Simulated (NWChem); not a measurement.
Molecule: CAlF₂NO; SMILES O=C=[N][Al]([F])[F]

```xyz
6

Al    -0.0080    -0.9275     0.0008
F      1.4152    -1.7832    -0.0006
F     -1.4453    -1.7594     0.0024
N      0.0068     0.8305     0.0011
C      0.0179     2.0442     0.0012
O      0.0286     3.2234     0.0013
```
Atoms are numbered in this order, from 1.

Computed with NWChem. Pople sets run with spherical d functions. Structure relaxed at the PBE-D3(BJ)/def2-SVP level. Atomic charges in e: unrestrained fits to the electrostatic potential beside Mulliken populations; buried atoms are poorly determined by the fit.

What does the run give for Hartree-Fock/6-31G*? Quantities: ESP Al1; Mulliken Al1; ESP F2; Mulliken F2; ESP F3; Mulliken F3; ESP N4; Mulliken N4; ESP C5; Mulliken C5; relative RMS misfit of the potential (%).


```
Quantity                                  Value
----------------------------------------  -----
ESP Al1                                    1.61
Mulliken Al1                               1.56
ESP F2                                    -0.54
Mulliken F2                               -0.59
ESP F3                                    -0.54
Mulliken F3                               -0.59
ESP N4                                    -0.98
Mulliken N4                               -0.71
ESP C5                                     0.93
Mulliken C5                                0.82
relative RMS misfit of the potential (%)     15
```
